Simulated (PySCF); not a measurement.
# Computed records: C2H8OSi, CH3BFO, CH5BFO, CH5AlBO

Computed with PySCF 2.14.0. Calculation on a computer-drawn molecule: the log of a Hartree-Fock and frozen-core CCSD(T) single point meant for a local Hartree-Fock minimum, with one planted fault or none, to be diagnosed. Offsets are logged minus clean, where the clean run is the same molecule without the fault. The reference is restricted for singlets and unrestricted otherwise, and also for a bond in bohr or an excited solution. Adding or removing an electron swaps singlet and doublet. The excited solution moves the top pair (singlet) or top alpha electron (doublet) to the lowest empty orbital. Highest occupied and lowest empty are orbital energies over both spins, largest force is the largest gradient component, triples share is (T) over the correlation energy, the T1 limit is 0.02 restricted and 0.045 unrestricted, electrons count all cores, a negative frequency is imaginary (commonest isotopes), and the dipole is about the centre of nuclear charge.

Common to all runs: logged SCF converged yes; logged CC converged yes; logged SCF stable within its kind yes; possible faults no fault, one electron removed, one electron added, multiplicity raised by two, geometry at a saddle point, SCF held on an excited solution, minimal basis STO-3G, one bond length entered in bohr, all coordinates scaled.

(1) 
```xyz
12
formula=C2H8OSi meant_charge=0 meant_multiplicity=1 meant_basis=cc-pV(D+d)Z logged_electrons=42 logged_basis_functions=32 logged_spin_squared=0 logged_highest_occupied=-8.0494 logged_lowest_empty=13.586 logged_largest_force=0.051586 logged_T1_diagnostic=0.0062692 logged_D1_diagnostic=0.023025 logged_triples_share=0.0093847 logged_dipole_magnitude=1.2315 logged_energy_HF=-438.9037 logged_energy_CCSD(T)=-439.14764 planted_fault=minimal_basis_STO-3G HF_energy_offset_from_clean_run=3303 CCSD(T)_energy_offset_from_clean_run=3559
C     -1.1649     0.3320    -0.2456
O     -0.5255     1.2035    -1.1248
C     -0.0148     2.3795    -0.5349
Si     1.8274     2.1925    -0.1034
H     -1.4773    -0.5391    -0.8191
H     -0.5030    -0.0006     0.5614
H     -2.0512     0.7958     0.2023
H     -0.6063     2.6722     0.3410
H     -0.1292     3.1849    -1.2652
H      2.0387     1.0531     0.8207
H      2.3100     3.4350     0.5503
H      2.6093     1.9578    -1.3381
```

Units: logged_highest_occupied, logged_lowest_empty in eV; logged_largest_force in hartree/bohr; logged_dipole_magnitude in debye; logged_energy_HF, logged_energy_CCSD(T) in hartree; HF_energy_offset_from_clean_run, CCSD(T)_energy_offset_from_clean_run in kcal/mol.

Drawn bonds:
```csv
atom,other atom,order
1,2,1
2,3,1
3,4,1
1,5,1
1,6,1
1,7,1
3,8,1
3,9,1
4,10,1
4,11,1
4,12,1
```

(2) 
```xyz
7
formula=CH3BFO meant_charge=1 meant_multiplicity=1 meant_basis=cc-pVDZ logged_electrons=30 logged_basis_functions=71 logged_spin_squared=0 logged_highest_occupied=-20.959 logged_lowest_empty=-2.1293 logged_largest_force=2.845e-05 logged_lowest_frequency=60.247 logged_T1_diagnostic=0.014576 logged_D1_diagnostic=0.042494 logged_triples_share=0.024072 logged_dipole_magnitude=2.2703 logged_energy_HF=-238.40427 logged_energy_CCSD(T)=-239.00953 planted_fault=no_fault HF_energy_offset_from_clean_run=0 CCSD(T)_energy_offset_from_clean_run=0
C     -3.2229    -0.1358    -0.5191
O     -2.5088    -1.3878    -0.0975
B     -1.9337    -2.3935     0.2415
F     -1.3401    -3.4314     0.5911
H     -4.1850    -0.4730    -0.8800
H     -2.5974     0.2947    -1.2892
H     -3.2825     0.4654     0.3778
```

Units: logged_highest_occupied, logged_lowest_empty in eV; logged_largest_force in hartree/bohr; logged_lowest_frequency in cm⁻¹; logged_dipole_magnitude in debye; logged_energy_HF, logged_energy_CCSD(T) in hartree; HF_energy_offset_from_clean_run, CCSD(T)_energy_offset_from_clean_run in kcal/mol.

Drawn bonds:
```csv
atom,other atom,order
1,2,1
2,3,1
3,4,1
1,5,1
1,6,1
1,7,1
```

(3) 
```xyz
9
formula=CH5BFO meant_charge=-1 meant_multiplicity=1 meant_basis=aug-cc-pVDZ logged_electrons=34 logged_basis_functions=137 logged_spin_squared=2.0174 logged_highest_occupied=0.4898 logged_lowest_empty=2.8207 logged_largest_force=0.055923 logged_T1_diagnostic=0.047871 logged_D1_diagnostic=0.30453 logged_triples_share=0.030026 logged_dipole_magnitude=9.6679 logged_energy_HF=-239.73931 logged_energy_CCSD(T)=-240.44354 planted_fault=multiplicity_raised_by_two HF_energy_offset_from_clean_run=79.42 CCSD(T)_energy_offset_from_clean_run=96.14
C     -1.1172    -0.4027    -1.4149
O     -1.2962     0.5064    -2.4244
B     -0.4254     1.7016    -2.3647
F     -0.7642     2.5233    -3.4999
H     -0.0942    -0.8113    -1.3914
H     -1.3116     0.0279    -0.4196
H     -1.8060    -1.2463    -1.5493
H      0.7840     1.3674    -2.4333
H     -0.6329     2.3433    -1.3043
```

Units: logged_highest_occupied, logged_lowest_empty in eV; logged_largest_force in hartree/bohr; logged_dipole_magnitude in debye; logged_energy_HF, logged_energy_CCSD(T) in hartree; HF_energy_offset_from_clean_run, CCSD(T)_energy_offset_from_clean_run in kcal/mol.

Drawn bonds:
```csv
atom,other atom,order
1,2,1
2,3,1
3,4,1
1,5,1
1,6,1
1,7,1
3,8,1
3,9,1
```

Notes: T1 above single-reference limit; highest electron not bound in this basis.

(4) 
```xyz
9
formula=CH5AlBO meant_charge=1 meant_multiplicity=1 meant_basis=cc-pV(D+d)Z logged_electrons=36 logged_basis_functions=29 logged_spin_squared=0 logged_highest_occupied=-13.488 logged_lowest_empty=0.63533 logged_largest_force=0.030002 logged_T1_diagnostic=0.020588 logged_D1_diagnostic=0.082992 logged_triples_share=0.029153 logged_dipole_magnitude=5.3408 logged_energy_HF=-377.41366 logged_energy_CCSD(T)=-377.63368 planted_fault=minimal_basis_STO-3G HF_energy_offset_from_clean_run=2880 CCSD(T)_energy_offset_from_clean_run=3062
C      0.5845    -0.6245    -2.6172
O      0.9078    -0.9119    -1.2685
B      0.3212    -0.6213    -0.1453
Al    -1.5871     0.5531    -0.0374
H     -0.3424    -0.0462    -2.6819
H      0.4684    -1.5654    -3.1462
H      1.4030    -0.0564    -3.0486
H      0.7406    -0.9499     0.9206
H     -2.9061     1.3552     0.1700
```

Units: logged_highest_occupied, logged_lowest_empty in eV; logged_largest_force in hartree/bohr; logged_dipole_magnitude in debye; logged_energy_HF, logged_energy_CCSD(T) in hartree; HF_energy_offset_from_clean_run, CCSD(T)_energy_offset_from_clean_run in kcal/mol.

Drawn bonds:
```csv
atom,other atom,order
1,2,1
2,3,1
3,4,1
1,5,1
1,6,1
1,7,1
3,8,1
4,9,1
```

Notes: T1 above single-reference limit.

(5) 
```xyz
9
formula=CH5AlBO meant_charge=0 meant_multiplicity=2 meant_basis=cc-pV(D+d)Z logged_electrons=37 logged_basis_functions=90 logged_spin_squared=1.7076 logged_highest_occupied=-7.5518 logged_lowest_empty=0.78398 logged_largest_force=0.026583 logged_T1_diagnostic=0.048334 logged_D1_diagnostic=0.25513 logged_triples_share=0.030837 logged_dipole_magnitude=1.5958 logged_energy_HF=-382.06556 logged_energy_CCSD(T)=-382.55272 planted_fault=one_bond_length_entered_in_bohr,row_2_of_the_drawn_bonds HF_energy_offset_from_clean_run=98.75 CCSD(T)_energy_offset_from_clean_run=118.3
C     -0.3149    -0.3242     2.5637
O      0.5750    -1.3767     2.8055
B      1.6162    -2.8842     1.0417
Al     1.4506    -2.7461    -1.1289
H     -1.2873    -0.5655     2.9931
H      0.0649     0.5790     3.0403
H     -0.4388    -0.1317     1.4942
H      2.3463    -3.7379     1.4925
H      0.4297    -3.6466    -1.9657
```

Units: logged_highest_occupied, logged_lowest_empty in eV; logged_largest_force in hartree/bohr; logged_dipole_magnitude in debye; logged_energy_HF, logged_energy_CCSD(T) in hartree; HF_energy_offset_from_clean_run, CCSD(T)_energy_offset_from_clean_run in kcal/mol.

Drawn bonds:
```csv
atom,other atom,order
1,2,1
2,3,1
3,4,1
1,5,1
1,6,1
1,7,1
3,8,1
4,9,1
```

Notes: T1 above single-reference limit.
